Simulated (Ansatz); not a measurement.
Ligand exchange: As(CH3)3 + CH9NSi2 → As(CH3)2(SiH3) + C2H9NSi

Species: As(CH3)3 (trimethylarsine), singlet; CH9NSi2 `CN([SiH3])[SiH3]`, singlet; As(CH3)2(SiH3), singlet; C2H9NSi `CN(C)[SiH3]`, singlet. The partners trade CH3 for SiH3: As–CH3 and N–SiH3 bonds give way to As–SiH3 and N–CH3.

Shapes, held fixed at every level: PBE0-D4/def2-TZVP. Programs: Ansatz 0.2.0. The zero-point and thermal change to 298 K, harmonic and unscaled (PBE0-D4/def2-TZVP), is +2.6 kJ/mol.

```
              level                    kind  ΔH(298 K) (kJ/mol)  less CCSD(T)/def2-TZVPP
   SPW92/def2-TZVPP                     LDA               +58.8                    -23.3
BHLYP-D4/def2-TZVPP           global hybrid               +79.4                     -2.7
 wB97M-V/def2-TZVPP  range-separated hybrid               +79.5                     -2.6
       MP2/def2-SVP     perturbation theory               +67.7                    -14.4
     MP2/def2-TZVPP     perturbation theory               +87.5                     +5.4
   CCSD(T)/def2-SVP   coupled cluster or CI               +61.6                    -20.5
      CCSD/def2-SVP   coupled cluster or CI               +62.6                    -19.5
 CCSD(T)/def2-TZVPP   coupled cluster or CI               +82.1                      0.0
```

The highest level, CCSD(T)/def2-TZVPP, gives ΔH(298 K) = +82.1 kJ/mol; the levels span +58.8 to +87.5. The column of differences is taken from that level and isn't an error. No measured value is set beside it here. Relativity is left out for As unless named. Correlated rows may include outer-core shells of As, which these sets cover unevenly.
